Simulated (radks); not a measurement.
Values are calculated unless marked as measured or tabulated.
Species: Xe4+. Configuration: [Kr] 4d10 5s2 5p2 (the NIST ground configuration).

Level of theory: scalar-relativistic Kohn-Sham, LDA (Slater exchange, Perdew-Wang correlation), spin-polarised, spherical densities, finite nucleus; open shells are filled with parallel spins first (spin-orbit coupling, left out, can overturn this in heavy ions); Fermi nuclear charge, rms radius 4.7859 fm (a radial shooting solver on a logarithmic mesh with Libxc functionals).

Energy parts (eV):
| part | energy |
|---|---|
| total | -202374.285 |
| kinetic | 212756.703 |
| electron-nucleus | -487626.118 |
| Hartree | 77368.722 |
| exchange-correlation | -4873.593 |

Orbitals (lengths in bohr, moments of r in powers of bohr; r(max) is where P^2 peaks):
| orbital | occ. | eigenvalue (eV) | <1/r> | r(max) | <r> |
|---|---|---|---|---|---|
| 1s up | 1 | -34381.08 | 58.05 | 0.01717 | 0.02668 |
| 1s down | 1 | -34380.96 | 58.05 | 0.01717 | 0.02668 |
| 2s up | 1 | -5392.151 | 13.32 | 0.09706 | 0.1147 |
| 2s down | 1 | -5392.086 | 13.32 | 0.09706 | 0.1147 |
| 2p up | 3 | -4846.250 | 12.72 | 0.07781 | 0.1003 |
| 2p down | 3 | -4846.155 | 12.72 | 0.07781 | 0.1003 |
| 3s up | 1 | -1140.211 | 4.785 | 0.2793 | 0.3068 |
| 3s down | 1 | -1140.106 | 4.785 | 0.2793 | 0.3068 |
| 3p up | 3 | -963.8292 | 4.549 | 0.2731 | 0.3047 |
| 3p down | 3 | -963.7154 | 4.549 | 0.2731 | 0.3047 |
| 3d up | 5 | -701.4128 | 4.310 | 0.2257 | 0.2810 |
| 3d down | 5 | -701.3057 | 4.310 | 0.2257 | 0.2810 |
| 4s up | 1 | -244.0087 | 1.957 | 0.6605 | 0.7163 |
| 4s down | 1 | -243.7823 | 1.957 | 0.6606 | 0.7160 |
| 4p up | 3 | -187.9912 | 1.796 | 0.6926 | 0.7640 |
| 4p down | 3 | -187.7379 | 1.797 | 0.6927 | 0.7634 |
| 4d up | 5 | -106.2091 | 1.521 | 0.7469 | 0.8719 |
| 4d down | 5 | -105.8272 | 1.525 | 0.7466 | 0.8687 |
| 5s up | 1 | -62.9028 | 0.7700 | 1.563 | 1.706 |
| 5s down | 1 | -61.1586 | 0.7743 | 1.554 | 1.702 |
| 5p up | 2 | -48.9291 | 0.6735 | 1.756 | 1.930 |
| 5p down | 0 | -47.1167 | 0.6732 | 1.750 | 1.936 |

The highest occupied level is 5p up at -48.929 eV. The spin density at the nucleus is -2.350 e/bohr^3 (1s -0.418, 2s 0.086, 3s -0.005, 4s -0.101, 5s -1.912). For comparison, the ionisation energy in NIST's Atomic Spectra Database is 54.1 eV (semi-empirical). In exact Kohn-Sham theory the highest level is minus the ionisation energy, but local and semilocal functionals leave it too shallow, through self-interaction and a potential that decays too fast; potentials with the right tail come closer. Summed over all electrons, <r^2> = 30.70 bohr^2, which gives a Langevin (diamagnetic) susceptibility term of -24.3 x 10^-6 cm^3/mol. The density falls to 0.001 e/bohr^3 at r = 3.41 bohr. Spin moment in Bohr magnetons: 2. The electron density at the nucleus is 2.795e+05 e/bohr^3 (large components only).
